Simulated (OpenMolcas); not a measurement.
# V IV: Racah parameters, the spin-orbit constant, worked from levels

```yaml
Program: OpenMolcas 26.06
Basis: ANO-RCC-VQZP [7s6p4d3f2g1h]
Scalar_Hamiltonian: DKH2, point nucleus
Active_space: 2 electrons in 10 orbitals (3d 4d)
State_averaging: 2S+1 = 3 even, 10 roots; 2S+1 = 1 even, 14 roots
Spin-orbit_coupling: state interaction with AMFI integrals over the reference wave functions, term energies averaged over their components
```

Methods: CASSCF; SS-CASPT2, IPEA 0.25 Eh, imaginary shift 0.1 Eh (closed shells correlated: 3s 3p). Measured levels: Sugar and Corliss, J. Phys. Chem. Ref. Data 7, 1191 (1978).

**Racah parameters.** Above 3F, d2 has 3P at 15B, 1G at 12B + 2C and 1D at 5B + 2C. The first two fix B and C, and the third tests them; where it misses by thousands of cm-1, two parameters do not describe the configuration (Trees and configuration-interaction terms are left out) and B and C hang on the terms chosen. Term energies are centres of gravity, weighted by 2J + 1.

```
   Source     3P     1G     B     C   C/B  1D from B, C  1D found
   CASSCF  15902  20424  1060  3851  3.63         13002     13124
SS-CASPT2  13369  17905   891  3605  4.05         11665     10081
```

Energies in cm-1. From CASSCF to SS-CASPT2, B changes by -15.9 % and C by -6.4 %.

**The spin-orbit constant.** For the Hund term 3F of d2, E(J) = (A/2) J(J+1) + constant and ζ = 2S·A = 2A. From J = 2 to J = 4 the energy changes by 7 A.

| Source | E(4) - E(2) | A | ζ |
| --- | --- | --- | --- |
| CASSCF | 741.8 | 106.0 | 212 |
| SS-CASPT2 | 743.7 | 106.2 | 212 |
| measured | 734.7 | 105.0 | 210 |

All in cm-1. SS-CASPT2 is off by +1.2 % and CASSCF by +1.0 %. Both methods take the spin-orbit matrix elements from the reference wave functions, so the second can move ζ only through the term energies and any multistate remixing. Second-order mixing with other terms is absorbed into this ζ.

CASPT2 does not keep the components of a term degenerate, so their means are used; among the terms shown or strongly mixed into the levels shown the widest spread is 730 cm-1 (3d2 1G, SS-CASPT2). Active for correlation alone: 4d; no level in the range computed is led by a configuration that fills it, so any true level of that kind is missing. Without dynamic correlation excited terms often stand tens of per cent too high (terms of higher spin than the ground term too low), and those without a measured partner can miss by more than the paired ones (holds for CASSCF). Measured partners are found by configuration, term and J. A level has none where our copy of the source lacks it or the pairing is in doubt (some pairs that miss far off the trend of their configuration count as doubtful), and it then counts in no deviation. Only configurations of the active space appear.
